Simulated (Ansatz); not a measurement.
Calculated with Ansatz (gas phase, PBE0-D4/def2-TZVP geometries, no zero-point term in ΔE). CCSD(T)/CBS is the MP2 limit (def2-TZVPP, def2-QZVPP) plus CCSD(T) − MP2 in def2-TZVPP, frozen cores. DFT in def2-TZVPP. B3LYP here is the variant with VWN-RPA as its local correlation; programs differ in this. One conformer a species, not always the lowest.

`CC(F)(S)S` + `CC1=CCCC1` → `CCC1=CCCC1` + `FC(S)S`  (formal exchange of groups at a C–C bond)

```
             level  ΔE (kcal/mol)  difference from CCSD(T)/CBS
            PBE-D4            5.0                         -0.3
           PBE0-D4            4.9                         -0.4
          B3LYP-D4            4.8                         -0.5
           ωB97X-V            5.1                         -0.2
           ωB97M-V            5.3                          0.0
               PBE            4.8                         -0.5
            r2SCAN            5.8                          0.5
             B3LYP            4.3                         -1.0
     HF/def2-TZVPP            3.7                         -1.6
    MP2/def2-TZVPP            5.5                          0.2
SCS-MP2/def2-TZVPP            4.9                         -0.4
   CCSD/def2-TZVPP            4.6                         -0.7
     HF/def2-QZVPP            3.6                         -1.7
    MP2/def2-QZVPP            5.6                          0.3
      HF/CBS(def2)            3.6                         -1.7
     MP2/CBS(def2)            5.7                          0.4
       CCSD(T)/CBS            5.3                            0
```

Largest T1 diagnostic among the species: 0.012.

In def2-TZVPP, CCSD(T) changes the Hartree–Fock value by +1.4 kcal/mol (the triples alone add +0.4 kcal/mol) and MP2 by +1.8 kcal/mol.
